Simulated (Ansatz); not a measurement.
# Two structures, one formula

The two ends of one reaction step of SnH5ClO, closed shell (PBE0-D4/def2-TZVP).

A:

```
8
angstrom
Sn -0.5282 0.9916 -0.3784
Cl 0.9248 -2.8309 -0.4069
H -1.7418 0.0835 -1.1319
H -1.1078 2.3181 0.5204
H 0.7625 1.4239 -1.4006
H 0.6210 -1.7473 0.2960
O 0.1929 -0.2978 0.9646
H 0.8767 0.0588 1.5368
```

B:

| atom | x (Å) | y (Å) | z (Å) |
| --- | --- | --- | --- |
| Sn1 | -0.2412 | 0.6324 | -1.0448 |
| Cl2 | 1.2695 | -1.1771 | -1.0996 |
| H3 | -1.7747 | 0.0011 | -0.7035 |
| H4 | 0.3687 | 1.7635 | 0.0629 |
| H5 | -0.1471 | 1.2338 | -2.6410 |
| H6 | 0.3940 | -1.3577 | 1.2755 |
| O7 | -0.1957 | -0.7386 | 1.7203 |
| H8 | 0.3265 | -0.3576 | 2.4302 |

Ansatz 0.2.0; basis: def2-TZVPP; cores frozen in the correlated methods. Filled d shells of the heavier atoms are correlated. Core potentials replace the inner electrons of the atoms past krypton. The def2 sets are not built for correlating such inner shells, so the correlated values are less sure here. B3LYP uses VWN-RPA correlation.

Task: Which structure is lower at CCSD(T), and by how much? (An estimate is asked for; the value comes from the calculation.)

Result: Computed: B, by 15.32 kcal/mol (electronic energy, against the other). By their contacts, A is a complex of SnH₄O ([OH][SnH3]) + HCl and B is a complex of SnH₃Cl ([Cl][SnH3]) + H₂O.

All methods give the same order:

| method | E(B) − E(A) (kcal/mol) |
| --- | --- |
| SPW92 | -12.65 |
| PBE-D4 | -14.42 |
| BLYP-D4 | -13.71 |
| r2SCAN-D4 | -15.27 |
| B97M-V | -16.53 |
| PBE0-D4 | -16.20 |
| B3LYP-D4 | -15.19 |
| r2SCAN0-D4 | -16.72 |
| BHLYP-D4 | -17.22 |
| CAM-B3LYP-D4 | -14.64 |
| wB97X-V | -16.00 |
| wB97M-V | -16.86 |
| B2PLYP | -14.86 |
| PBE-QIDH | -16.38 |
| RPA on PBE | -14.59 |
| HF | -19.59 |
| MP2 | -15.13 |
| CCSD | -15.98 |
| CCSD(T) | -15.32 |

The T1 diagnostic stays at or below 0.013.

Labels in which every atom is bracketed show which atoms are joined, not bond orders.

For scale, one of the runs: CCSD(T)/def2-TZVPP, 193 basis functions, launched by `ansatz run in.yaml --threads 4 --pin off --events-out ev --progress --plain --max-ram 9574MiB`. Hardware: 4 CPU threads of an Intel Xeon, shared host. Wall time 71 s; peak host memory 2.4 GiB.
